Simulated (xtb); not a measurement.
HfF3Cl, SMILES [F][Hf]([F])([F])[Cl], multiplicity 1. All values are semi-empirical tight-binding results from xtb (GFN2-xTB unless named), good for trends rather than for accurate numbers. Coordinates come from a GFN2-xTB optimisation. The multiplicity is an assumed one; no other spin state was optimised. The structure was generated by enumeration; whether it is a known compound was not checked.

For metal compounds this method's bond lengths and energies can be far off.

- point group as xtb finds it: C3v
- orbital gap: 4.31 eV
- zero-point energy: 3.4 kcal/mol
- G − E(el) at 298.15 K (modified RRHO): -17.6 kcal/mol
